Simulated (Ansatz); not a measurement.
Mg₂Se₂⁺ was relaxed with r2SCAN-D4 (def2-SVP) in Ansatz in these states: charge +1 doublet, charge +1 quartet. The geometries follow in no particular order.

A:

```tsv
atom	x (Å)	y (Å)	z (Å)
Mg1	-1.644	0.356	-0.323
Mg2	1.644	-0.355	0.322
Se3	-0.386	-1.956	-0.189
Se4	0.386	1.956	0.190
```

B:

```
atom   x (Å)   y (Å)   z (Å)
 Mg1  -0.474   0.897  -1.054
 Mg2   0.474  -0.898   1.053
 Se3  -1.913  -0.472   0.458
 Se4   1.913   0.473  -0.458
```

Question: Judge from the bond lengths which geometry belongs to which state (an estimate).

Answer: A is the charge +1 quartet (Mg1–Mg2 3.425 Å, Mg1–Se3 2.635 Å, Mg2–Se3 2.635 Å); B is the charge +1 doublet (Mg1–Mg2 2.926 Å, Mg1–Se3 2.496 Å, Mg2–Se3 2.496 Å).

At PBE0-D4/def2-TZVP a doublet lies 2.16 eV below the charge +1 quartet. These are the stationary points nearest to one start from a short search; other shapes may lie lower in each state.
